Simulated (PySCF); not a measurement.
# Worked example: chemical shift, span and skew from a shielding tensor

Si(H)(F)(Br)(OMe) (CH₄BrFOSi), SMILES CO[SiH](F)Br. Atoms are numbered in the order given.

```xyz
9

Si    -0.4553     0.3377     0.4835
F     -0.6323     1.8765     0.0221
Br     1.5169    -0.3748    -0.1567
O     -1.5722    -0.5930    -0.2642
C     -2.9693    -0.4599    -0.1549
H     -0.5707     0.3107     1.9577
H     -3.3182     0.4909    -0.5910
H     -3.3057    -0.5089     0.8959
H     -3.4388    -1.2880    -0.7042
```

Geometry optimised at PBE0-D3(BJ)/def2-SVP. This is a generated structure with no PubChem entry under its InChIKey; it may be hypothetical. Other conformers were not sampled.

GIAO shieldings from HF/pcSseg-1 (PySCF), non-relativistic, no solvent. The symmetric part of the tensor of Si1 has the principal values 391.3, 427.8, 444.5 ppm. The same nucleus in TMS has σ = 393.8 ppm at this level (PySCF, at its B3LYP-D3(BJ)/def2-TZVP geometry). Without spin–orbit terms, shifts of atoms bonded to Cl or Br come out too high.

### Question
Work out the isotropic shielding, the ²⁹Si shift against TMS, the span and the skew.

### Answer

σ(iso) = (σ11 + σ22 + σ33)/3 = 421.2 ppm. δ = σ(ref) − σ(iso) = 393.8 − (421.2) = -27.4 ppm.
Span Ω = σ33 − σ11 = 53.2 ppm. Skew κ = 3(σ(iso) − σ22)/Ω = -0.37. Tumbling in solution averages the tensor to δ; in a static solid the shielding alone would spread this spin-1/2 line over Ω.
